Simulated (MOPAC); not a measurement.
Job for MOPAC: PM7 on H2SeZn (SMILES [ZnH][SeH]), a point of a bond scan (R = 3.071 Å).

```
PM7 1SCF PRECISE CHARGE=0 THREADS=1
H2SeZn

Zn    -0.70919421 1    -0.50984122 1    -0.82879930 1
H     -2.51819311 1    -1.81935540 1    -2.93684540 1
Se     0.65395606 1     0.50525059 1     0.74073403 1
H      0.65501376 1    -0.71868499 1     1.56184434 1
```

Program output:

```
*******************************************************************************
 **                                                                           **
 **                              MOPAC v23.2.5                                **
 **                                                                           **
 *******************************************************************************
 ** MOPAC's Digital Object Identifier: https://doi.org/10.5281/zenodo.6511958 **
 **                                                                           **
 ** Please cite the open-source release paper for use of this MOPAC version:  **
 ** J. E. Moussa and J. J. P. Stewart (2026)                                  **
 ** MOPAC: An open-source semiempirical molecular orbital program             **
 ** J. Open Source Softw., 11(119), 8025, https://doi.org/10.21105/joss.08025 **
 *******************************************************************************

                              PM7 CALCULATION RESULTS

 *******************************************************************************
 *  PM7        - The PM7 Hamiltonian to be used
 *
 *
 *
 *                 CHARGE ON SYSTEM = 0
 *
 *
 *
 *  PRECISE    - TIGHTER CRITERIA TO BE USED
 *  1SCF       - DO 1 SCF AND THEN STOP
 *  THREADS=1  - MULTI-THREADING NOT USED
 *  T=         - A TIME OF 172800.0 SECONDS REQUESTED
 *  DUMP=N     - RESTART FILE WRITTEN EVERY 7200.0 SECONDS REQUESTED
 *******************************************************************************
PM7 1SCF PRECISE CHARGE=0 THREADS=1
 H2SeZn

   ATOM   CHEMICAL          X               Y               Z
  NUMBER   SYMBOL      (ANGSTROMS)     (ANGSTROMS)     (ANGSTROMS)

     1      Zn         -0.70919421  *  -0.50984122  *  -0.82879930  *
     2       H         -2.51819311  *  -1.81935540  *  -2.93684540  *
     3      Se          0.65395606  *   0.50525059  *   0.74073403  *
     4       H          0.65501376  *  -0.71868499  *   1.56184434  *



          CARTESIAN COORDINATES

    NO.       ATOM           X           Y           Z

     1        Zn         -0.7092     -0.5098     -0.8288
     2         H         -2.5182     -1.8194     -2.9368
     3        Se          0.6540      0.5053      0.7407
     4         H          0.6550     -0.7187      1.5618

 General Reference for PM7:
 "Optimization of Parameters for Semiempirical Methods VI: More Modifications to the
 NDDO Approximations and Re-optimization of Parameters", J. J. P. Stewart, J. Mol. Mod., 1:32, 19 (2013)
 https://link.springer.com/article/10.1007/s00894-012-1667-x

           Empirical Formula: H2 Zn Se  =     4 atoms



      MOLECULAR POINT GROUP   :   Cs


      RHF CALCULATION, NO. OF DOUBLY OCCUPIED LEVELS = 5


 -------------------------------------------------------------------------------
 PM7 1SCF PRECISE CHARGE=0 THREADS=1
 H2SeZn



     1SCF WAS SPECIFIED, SO BFGS WAS NOT USED
     SCF FIELD WAS ACHIEVED


                              PM7 CALCULATION
                                                       MOPAC v23.2.5 Linux




          FINAL HEAT OF FORMATION =        123.30252 KCAL/MOL =     515.89776 KJ/MOL


          COSMO AREA              =         97.40 SQUARE ANGSTROMS
          COSMO VOLUME            =         71.57 CUBIC ANGSTROMS

          IONIZATION POTENTIAL    =          5.559052 EV
          HOMO LUMO ENERGIES (EV) =         -5.559 -0.485
          NO. OF FILLED LEVELS    =          5
          MOLECULAR WEIGHT        =        146.3558         POINT GROUP:  Cs

          MOLECULAR DIMENSIONS (Angstroms)

            Atom       Atom       Distance
            H     4    H     2     5.61417
           Se     3    H     4     1.41316
           Zn     1    H     4     0.00000


          SCF CALCULATIONS        =          1





   ATOM   CHEMICAL          X               Y               Z
  NUMBER   SYMBOL      (ANGSTROMS)     (ANGSTROMS)     (ANGSTROMS)

     1      Zn         -0.70919421  *  -0.50984122  *  -0.82879930  *
     2       H         -2.51819311  *  -1.81935540  *  -2.93684540  *
     3      Se          0.65395606  *   0.50525059  *   0.74073403  *
     4       H          0.65501376  *  -0.71868499  *   1.56184434  *

                             CARTESIAN COORDINATES

   1   Zn       -0.709194210    -0.509841220    -0.828799300
   2    H       -2.518193110    -1.819355400    -2.936845400
   3   Se        0.653956060     0.505250590     0.740734030
   4    H        0.655013760    -0.718684990     1.561844340


           Empirical Formula: H2 Zn Se  =     4 atoms



      MOLECULAR POINT GROUP   :   Cs


                  EIGENVALUES
 -24.19210 -12.87852 -11.80522  -8.29677  -5.55905  -0.48460   1.35444   1.86359
   2.38849   2.39912


              NET ATOMIC CHARGES AND DIPOLE CONTRIBUTIONS

  ATOM NO.   TYPE          CHARGE      No. of ELECS.   s-Pop       p-Pop
    1         Zn           0.473490        1.5265     1.35960     0.16691
    2          H          -0.218889        1.2189     1.21889
    3         Se          -0.267568        6.2676     1.95124     4.31633
    4          H           0.012967        0.9870     0.98703
 DIPOLE           X         Y         Z       TOTAL
 POINT-CHG.     0.235     0.059     0.348     0.424
 HYBRID        -0.087    -0.691     0.319     0.767
 SUM            0.148    -0.632     0.667     0.931


          ATOMIC ORBITAL ELECTRON POPULATIONS

     Atom    s        px        py        pz
    1 Zn   1.35960   0.05839   0.03219   0.07633
    2  H   1.21889
    3 Se   1.95124   1.74468   1.18054   1.39111
    4  H   0.98703

 **********************
 *                    *
 * JOB ENDED NORMALLY *
 *                    *
 **********************




 == MOPAC DONE ==
```

The run finished.

Cost: roughly 0.04 core-seconds.
